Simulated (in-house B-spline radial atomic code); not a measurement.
Values are calculated unless marked as measured or tabulated.
## C6 from the polarisability at imaginary frequency: neutral neon

PBEsol linear response of the closed shell [He] 2s2 2p6, from a B-spline radial code for spherical atoms; scalar-relativistic (spin-free one-electron X2C), finite nucleus, no spin-orbit coupling.

The dispersion coefficient of two like species is C6 = (3/π) ∫ α(iu)² du from 0 to ∞.

| u (hartree) | α(iu) (bohr³) |
| --- | --- |
| 0 | 3.071 |
| 0.03 | 3.066 |
| 0.07 | 3.048 |
| 0.12 | 3.007 |
| 0.2 | 2.904 |
| 0.3 | 2.733 |
| 0.45 | 2.443 |
| 0.7 | 1.988 |
| 1 | 1.56 |
| 1.5 | 1.086 |
| 2.5 | 0.6055 |
| 5 | 0.2249 |

Question: Fit one oscillator, α(iu) = α(0)/(1 + u²/ω²), through u = 1 and estimate C6.

Answer: From α(0)/α(iu) − 1 = 3.071/1.56 − 1 = 0.9686, ω = u/√0.9686 = 1.0161 hartree (27.6 eV). London's formula gives C6 = (3/4) α(0)² ω = 0.75 × 3.071² × 1.0161 = 7.187 hartree·bohr⁶, and the oscillator holds f = α(0) ω² = 3.17 electrons, of a sum of oscillator strengths of 10.0.

Question: How does that compare with the full integral?

Answer: The program's quadrature over all excitations gives C6 = 7.441, so the single oscillator is off by -3.4 %. At the last point the fit gives α = 0.122 against 0.225: higher excitations, and deeper shells where there are any, keep the true curve higher at large u.
